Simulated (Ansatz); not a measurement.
Reactions of `COB([SiH3])Cl`.

Gas-phase electronic energies from Ansatz, PBE0-D4/def2-TZVP geometries. CBS: MP2 limit from def2 TZ/QZ plus the TZ coupled-cluster correction, frozen cores. This one scheme is used for every species. Double bonds are as drawn, so ΔE can hold a change between cis and trans. DFT in def2-TZVPP. B3LYP here is the variant with VWN-RPA as its local correlation; programs differ in this. Elements past krypton have def2 core potentials. For Se, Sn outer-core shells are correlated without core-valence functions, which leaves a few kJ/mol of doubt a bond. Scalar relativity is left out up to krypton. One conformer a species, not always the lowest.

```csv
reaction,CCSD(T)/CBS(def2) (kcal/mol)
`COB([SiH3])Cl` + `N=[CH][SnH3]` → `[SiH3]BCl` + `CO[C](=N)[SnH3]`,35.3
`COB([SiH3])Cl` + `OC/C=C/Cl` → `COB(O)Cl` + `[SiH3]C/C=C/Cl`,?
`COB([SiH3])Cl` + `F[Si](F)(S)Cl` → `CS[Si](F)(F)Cl` + `OB([SiH3])Cl`,?
`COB([SiH3])Cl` + `N=C[SeH]` → `[SiH3]/N=C\[SeH]` + `COBCl`,-14.4
`COB([SiH3])Cl` + silanol → `CO[SiH3]` + `OB([SiH3])Cl`,1.2
`COB([SiH3])Cl` + `CB[SiH](O)[SiH3]` → `CBB([SiH3])Cl` + `CO[SiH](O)[SiH3]`,6.2
`COB([SiH3])Cl` + `FC(Cl)Cl` → `[SiH3]C(Cl)Cl` + `COB(F)Cl`,-52.3
`COB([SiH3])Cl` + `F[SiH](F)O[SiH3]` → `COB[SiH3]` + `F[Si](F)(Cl)O[SiH3]`,1.1
`COB([SiH3])Cl` + `F[SiH](F)S` → `F[SiH](F)S[SiH3]` + `COBCl`,?
`COB([SiH3])Cl` + `[OH][AlH][SiH3]` → `[SiH3][O][AlH][SiH3]` + `COBCl`,-29.2
```

Task: Fill in the missing values. (Estimate.)

Result: Computed: `COB([SiH3])Cl` + `OC/C=C/Cl` → `COB(O)Cl` + `[SiH3]C/C=C/Cl`: -52.5 kcal/mol; `COB([SiH3])Cl` + `F[Si](F)(S)Cl` → `CS[Si](F)(F)Cl` + `OB([SiH3])Cl`: -10.1 kcal/mol; `COB([SiH3])Cl` + `F[SiH](F)S` → `F[SiH](F)S[SiH3]` + `COBCl`: -18.6 kcal/mol.

Largest T1 diagnostic: 0.014, for `COB[SiH3]`.
